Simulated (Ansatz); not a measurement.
`C[CH2][Ga]1[O][SiH2]1`, relaxed with RKS PBE0-D4/def2-TZVP in Ansatz from a PBE-D4/def2-SVP geometry. The force threshold is 0.005 eV/Å; the program also tests the step.

Charge 0, multiplicity 1.

Start:

```xyz
12

C     1.096    0.547    1.546
C     0.018    1.317    0.778
Ga   -0.890    0.185   -0.580
O     0.196   -1.333   -1.141
Si   -1.185   -1.537   -2.090
H     1.669    1.222    2.217
H     1.817    0.057    0.861
H     0.661   -0.253    2.178
H    -0.750    1.761    1.444
H     0.450    2.160    0.194
H    -1.037   -1.381   -3.584
H    -2.045   -2.747   -1.823
```

Problem. By how much does the energy fall, and how many steps does the optimiser take? (Best estimate.)

Solution. Computed: 7.53 kJ/mol, in 16 steps.

Problem. Which bonds change most? (Best estimate.)

Solution. Ansatz gave: O4–Si5 from 1.688 to 1.642 Å; Ga3–Si5 from 2.310 to 2.278 Å; Ga3–O4 from 1.949 to 1.924 Å; C2–Ga3 from 1.987 to 1.965 Å.

Problem. Give the relaxed structure. (Estimate.)

Solution. Computed: 
```xyz
12

C     1.116    0.565    1.521
C     0.015    1.301    0.768
Ga   -0.831    0.182   -0.608
O     0.116   -1.426   -1.073
Si   -1.181   -1.525   -2.073
H     1.616    1.229    2.232
H     1.873    0.168    0.843
H     0.721   -0.283    2.085
H    -0.765    1.669    1.440
H     0.407    2.181    0.247
H    -0.934   -1.429   -3.540
H    -2.152   -2.632   -1.843
```
